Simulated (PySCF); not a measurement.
**Tc (technetium, neutral) across methods**

[Kr] 4d4 5s2 5p1, one real determinant (an excited configuration). Calculation: PySCF 2.14, in x2c-TZVPPall with one added diffuse shell each of s, p, d, f type (9s7p7d3f1g, 95 functions); scalar relativity by spin-free X2C-1e.

| method | E (hartree) | mean ε 5s α (eV) | mean ε 5s β (eV) | mean ε 5p α (eV) | Σ⟨r²⟩ (bohr²) | ⟨S²⟩ |
| --- | --- | --- | --- | --- | --- | --- |
| PBE0 | -4284.69 | -8.207 | -6.449 | -3.689 | 68.93 | 8.759 |
| LC-wPBE | -4284.59 | -10.640 | -8.409 | -5.765 | 68.26 | 8.766 |
| UHF | -4282.79652 | -10.317 | -7.370 | -5.292 | 71.31 | 8.790 |
| PBE | -4284.61 | -7.311 | -5.800 | -2.977 | 69.02 | 8.757 |
| LDA | -4280.12 | -7.507 | -6.091 | -3.006 | 68.68 | 8.756 |
| r2SCAN | -4285.00 | -7.604 | -5.847 | -3.177 | 69.13 | 8.768 |
| CAM-B3LYP | -4285.25 | -9.317 | -7.740 | -4.534 | 69.05 | 8.759 |
| revPBE | -4284.83 | -7.262 | -5.712 | -2.964 | 69.06 | 8.758 |
| BP86 | -4285.53 | -7.442 | -6.024 | -3.054 | 68.90 | 8.757 |

⟨L²⟩ = 8.02 against 12 for a pure F term, so this real determinant mixes terms.
